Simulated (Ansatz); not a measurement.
`F[SiH](F)Cl` + `N[SiH2]F` → `F[SiH2]N[SiH](F)F` + HCl at 700 K and 1 bar (ligand exchange at the Si–Cl bond).

Computed with Ansatz on PBE0-D4/def2-TZVP structures; ΔE is electronic, products minus reactants. CCSD(T)/CBS adds triple-zeta CCSD(T) − MP2 to the extrapolated MP2 energy (def2 sets, frozen cores). This one scheme is used for every species. Each species was taken in one conformer, which may not be the lowest.

```tsv
species	CCSD(T)/CBS energy (Eh)	H − E (kJ/mol)	S (J/(mol·K))
`F[SiH](F)Cl`	-949.23245	91.4	368.2
`N[SiH2]F`	-446.07709	173.7	359.9
`F[SiH2]N[SiH](F)F`	-934.91965	223.1	509.8
HCl	-460.38127	38.4	211.8
```

H − E and S are ideal-gas, rigid-rotor, harmonic terms from PBE0-D4/def2-TZVP, for one conformer and one mirror image of each species. 1 Eh = 2625.50 kJ/mol, R = 8.31446 J/(mol·K).

Q: By hand: ΔE, ΔH, ΔS and ΔG.

A: ΔE = (-934.91965) + (-460.38127) − (-949.23245) − (-446.07709) = 0.00862 Eh = 22.6 kJ/mol. Δ(H − E) = 223.1 + 38.4 − 91.4 − 173.7 = -3.6, so ΔH = 19.0 kJ/mol. ΔS = 509.8 + 211.8 − 368.2 − 359.9 = -6.5 J/(mol·K). ΔG = 19.0 − 700 × (-6.5)/1000 = 23.6 kJ/mol.

Q: By hand: the equilibrium constant, and the temperature at which ΔG would vanish if ΔH and ΔS stayed fixed.

A: log₁₀ K = −ΔG/(RT ln 10) = -1.8. ΔH and −TΔS have one sign here, so there is no such temperature.

The number of gas molecules stays the same, so ΔS is small and ΔH decides. A doubt of 5 kJ/mol in ΔE shifts log₁₀ K by 0.4 here. Other conformers and mirror images would add mixing entropy, several J/(mol·K) or more a flexible species. Modes under 60 cm⁻¹, often nearly free rotors, make the harmonic entropy too high. These are equilibria of isolated gas molecules and say nothing of rates. Largest T1 diagnostic: 0.012 (customary marks: 0.02 for closed shells, 0.045 for open ones).

ΔS is within the doubt of such terms, so its sign, and with it that verdict, could turn.
